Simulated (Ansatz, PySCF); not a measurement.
Dimer: CH4 (SMILES C) (first 5 atoms) with CH4O (SMILES CO); geometry from B3LYP-D3(BJ)/def2-TZVP.
(charge 0, multiplicity 1):
```xyz
11

C     -0.07215     0.03071    -0.15670
H      0.04576     0.26599    -1.21319
H     -0.64912    -0.88962    -0.06234
H      0.91145    -0.10370     0.29225
H     -0.59419     0.84834     0.33873
C      0.65683     0.27042     3.58323
O     -0.69178     0.00227     3.22936
H      1.26678    -0.63957     3.60637
H      0.64228     0.69954     4.58417
H      1.12539     0.99219     2.90500
H     -0.70632    -0.37617     2.34484
```

Interaction energies are E(AB) − E(A) − E(B) at the monomers' geometry in the complex; basis-set methods are counterpoise corrected.

Frozen-core correlation. Rows in 6-31G* carry no dispersion term and start afresh at each structure (6-31G* with six Cartesian d functions).

Codes used: Ansatz (Gaussian basis) for Hartree–Fock, density functionals and correlated methods; PySCF for 6-31G* rows, the dispersion terms. Values without a source in brackets are computed.

Question: Give the interaction energy at the level revPBE-D3(BJ)/def2-TZVPPD.

Answer: -1.2 kcal/mol

Ansatz is a program for electronic structure.
